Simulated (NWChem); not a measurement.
System: Si2H4OF2; SMILES O[Si](F)(F)[SiH3]

NWChem printed, in part:

```
             Northwest Computational Chemistry Package (NWChem) 7.3.0
             --------------------------------------------------------

                             Geometry "geometry" -> ""
                             -------------------------

 Output coordinates in angstroms (scale by  1.889725989 to convert to a.u.)

  No.       Tag          Charge          X              Y              Z
 ---- ---------------- ---------- -------------- -------------- --------------
    1 O                    8.0000     1.61766100     0.85178200     0.00371200
    2 Si                  14.0000     0.04132700     0.40490400    -0.00143600
    3 F                    9.0000    -0.71044400     1.04835400    -1.28209000
    4 F                    9.0000    -0.71924300     1.05029800     1.27304200
    5 Si                  14.0000    -0.11727500    -1.91355800     0.00000200
    6 H                    1.0000     1.84299100     1.78819500     0.00471200
    7 H                    1.0000     0.52997600    -2.45112600     1.23229500
    8 H                    1.0000    -1.55765000    -2.30357700    -0.02130700
    9 H                    1.0000     0.56736800    -2.45535400    -1.21001700

 Effective nuclear repulsion energy (a.u.)     313.4412447924

                                 NWChem DFT Module
                                 -----------------

 Summary of "ao basis" -> "ao basis" (spherical)
 ------------------------------------------------------------------------------
       Tag                 Description            Shells   Functions and Types
 ---------------- ------------------------------  ------  ---------------------
 O                          def2-svp                 6       14   3s2p1d
 Si                         def2-svp                 8       18   4s3p1d
 F                          def2-svp                 6       14   3s2p1d
 H                          def2-svp                 3        5   2s1p

            General Information
            -------------------
          SCF calculation type: DFT
          Wavefunction type:  closed shell.
          No. of atoms     :     9
          No. of electrons :    58
           Alpha electrons :    29
            Beta electrons :    29
          Charge           :     0
          Spin multiplicity:     1
          Use of symmetry is: off; symmetry adaption is: off
          Maximum number of iterations: 150
          AO basis - number of functions:    98
                     number of shells:    46
          Convergence on energy requested:  1.00D-06
          Convergence on density requested:  1.00D-05
          Convergence on gradient requested:  5.00D-04

              XC Information
              --------------
                         B3LYP Method XC Potential
                     Hartree-Fock (Exact) Exchange  0.200
                        Slater Exchange Functional  0.800 local
                    Becke 1988 Exchange Functional  0.720 non-local
              Lee-Yang-Parr Correlation Functional  0.810
                  VWN I RPA Correlation Functional  0.190 local

             Grid Information
             ----------------
          Grid used for XC integration:  medium
          Radial quadrature: Mura-Knowles
          Angular quadrature: Lebedev.
          Tag              B.-S. Rad. Rad. Pts. Rad. Cut. Ang. Pts.
          ---              ---------- --------- --------- ---------
          O                   0.60       49          11.0       434
          Si                  1.10       88          11.0       590
          F                   0.50       49          11.0       434
          H                   0.35       45          13.0       434
          Grid pruning is: on
          Number of quadrature shells:   503
          Spatial weights used:  Erf1

      Superposition of Atomic Density Guess
      -------------------------------------

 Sum of atomic energies:        -852.75038131

      Non-variational initial energy
      ------------------------------

 Total energy =    -853.886640
 1-e energy   =   -1808.553685
 2-e energy   =     641.225801
 HOMO         =      -0.362443
 LUMO         =       0.059402

     ---------------------------------------------
      Total Density - Mulliken Population Analysis
     ---------------------------------------------

    Atom       Charge   Shell Charges
 -----------   ------   -------------------------------------------------------
    1 O    8     8.75   1.99  1.10  0.62  3.08  1.94  0.00
    2 Si  14    12.47   2.00  1.99  0.85  0.13  5.93  0.79  0.44  0.33
    3 F    9     9.57   1.99  1.15  0.78  3.51  2.14  0.00
    4 F    9     9.57   1.99  1.15  0.78  3.51  2.14  0.00
    5 Si  14    13.84   2.00  1.99  1.02  0.31  5.94  1.16  1.33  0.09
    6 H    1     0.65   0.52  0.08  0.06
    7 H    1     1.05   0.68  0.35  0.01
    8 H    1     1.05   0.68  0.36  0.01
    9 H    1     1.05   0.68  0.35  0.01

   convergence    iter        energy       DeltaE   RMS-Dens  Diis-err
 ---------------- ----- ----------------- --------- --------- ---------
 d= 0,ls=0.0,diis     1   -855.9891336266 -1.17D+03  1.61D-02  1.02D+00
 d= 0,ls=0.0,diis     2   -855.9356625401  5.35D-02  7.85D-03  1.90D+00
 d= 0,ls=0.0,diis     3   -856.1023077852 -1.67D-01  8.35D-04  1.78D-02
 d= 0,ls=0.0,diis     4   -856.1036783406 -1.37D-03  2.74D-04  7.03D-04
 d= 0,ls=0.0,diis     5   -856.1037471870 -6.88D-05  7.28D-05  1.03D-04
  Resetting Diis
 d= 0,ls=0.0,diis     6   -856.1037564522 -9.27D-06  2.37D-05  1.54D-05
 d= 0,ls=0.0,diis     7   -856.1037578354 -1.38D-06  9.08D-06  3.21D-07
 d= 0,ls=0.0,diis     8   -856.1037578337  1.67D-09  4.41D-06  4.17D-07

         Total DFT energy =     -856.103757833710
      One electron energy =    -1811.618067118005
           Coulomb energy =      715.100179200601
    Exchange-Corr. energy =      -73.027114708679
 Nuclear repulsion energy =      313.441244792372

 Numeric. integr. density =       58.000007616974

                       DFT Final Molecular Orbital Analysis
                       ------------------------------------

 Vector   27  Occ=2.000000D+00  E=-3.641285D-01
              MO Center= -5.2D-01, -2.0D+00, -1.5D-02, r^2= 2.9D+00
   Bfn.  Coefficient  Atom+Function         Bfn.  Coefficient  Atom+Function
  ----- ------------  ---------------      ----- ------------  ---------------
    89      0.371198  8 H  s                 68     -0.293180  5 Si px
    71     -0.210999  5 Si px                90      0.194913  8 H  s
    94     -0.182109  9 H  s                 84     -0.176034  7 H  s
    65      0.166270  5 Si px                 4      0.098187  1 O  px
    95     -0.094532  9 H  s                  5     -0.093441  1 O  py

 Vector   28  Occ=2.000000D+00  E=-3.517458D-01
              MO Center=  1.2D+00,  6.4D-01,  3.8D-03, r^2= 2.2D+00
   Bfn.  Coefficient  Atom+Function         Bfn.  Coefficient  Atom+Function
  ----- ------------  ---------------      ----- ------------  ---------------
     6      0.570765  1 O  pz                 9      0.419904  1 O  pz
    36     -0.165040  3 F  px                50      0.164843  4 F  px
    39      0.119965  3 F  px                53     -0.119776  4 F  px
    27      0.095956  2 Si pz                84     -0.093973  7 H  s
    94      0.092740  9 H  s                 73     -0.082916  5 Si pz

 Vector   29  Occ=2.000000D+00  E=-3.240227D-01
              MO Center= -9.1D-02, -8.2D-01, -1.0D-03, r^2= 3.1D+00
   Bfn.  Coefficient  Atom+Function         Bfn.  Coefficient  Atom+Function
  ----- ------------  ---------------      ----- ------------  ---------------
    69      0.310802  5 Si py                17      0.273231  2 Si s
    72      0.262540  5 Si py                23     -0.260623  2 Si py
    37     -0.201350  3 F  py                51     -0.201404  4 F  py
    66     -0.164721  5 Si py                16      0.152141  2 Si s
    40      0.144857  3 F  py                54      0.144899  4 F  py

[...]

                     NWChem Electrostatic Potential Fit Module
                     -----------------------------------------

 Atom parameters

 Number of atoms is                                    9
 Number of basis functions is                         98

 Grid parameters

 Maximum number of grid points is                  43940
 Number of grid points is                          43939
 Grid range                                     0.300000 nm
 Grid spacing                                   0.020000 nm
 Probe radius                                   0.070000 nm
 Atom radius factor                             1.000000

 Atomic radii

    1    0.100000
    8    0.136000
    9    0.128000
   14    0.187000
 FASTESP  F
  using M.O. file = ./job.movecs

    Atom              Coordinates                           Charge

                                                  ESP

    1 O     0.161766    0.085178    0.000371   -0.730224
    2 Si    0.004133    0.040490   -0.000144    1.023192
    3 F    -0.071044    0.104835   -0.128209   -0.361053
    4 F    -0.071924    0.105030    0.127304   -0.361033
    5 Si   -0.011728   -0.191356    0.000000    0.130521
    6 H     0.184299    0.178820    0.000471    0.450500
    7 H     0.052998   -0.245113    0.123230   -0.046643
    8 H    -0.155765   -0.230358   -0.002131   -0.059156
    9 H     0.056737   -0.245535   -0.121002   -0.046104
                                            ------------
                                               -0.000000

 Dipole moment                                  0.449536

 Quadrupole moment Qxx                         -3.196999
                   Qyy                          8.363152
                   Qzz                         -5.166153

 RMS deviation kJ/mol                           0.047543

 RRMS %                                        25.098617
```

Level: B3LYP/def2-SVP. Structure relaxed at the PBE0/def2-SVP level.

Reconstruct the input file.

Several could match; the one computed here: the input that was run:
```
start job
memory heap 200 mb stack 900 mb global 1100 mb
geometry units angstroms noautosym nocenter noautoz
  O      1.617661     0.851782     0.003712
  Si     0.041327     0.404904    -0.001436
  F     -0.710444     1.048354    -1.282090
  F     -0.719243     1.050298     1.273042
  Si    -0.117275    -1.913558     0.000002
  H      1.842991     1.788195     0.004712
  H      0.529976    -2.451126     1.232295
  H     -1.557650    -2.303577    -0.021307
  H      0.567368    -2.455354    -1.210017
end
basis spherical
  * library def2-svp
end
dft
  xc b3lyp
  iterations 150
  mulliken
end
task dft energy
esp
  recalculate
  probe 0.07
  range 0.3
  factor 1.0
  spacing 0.02
end
task esp
```
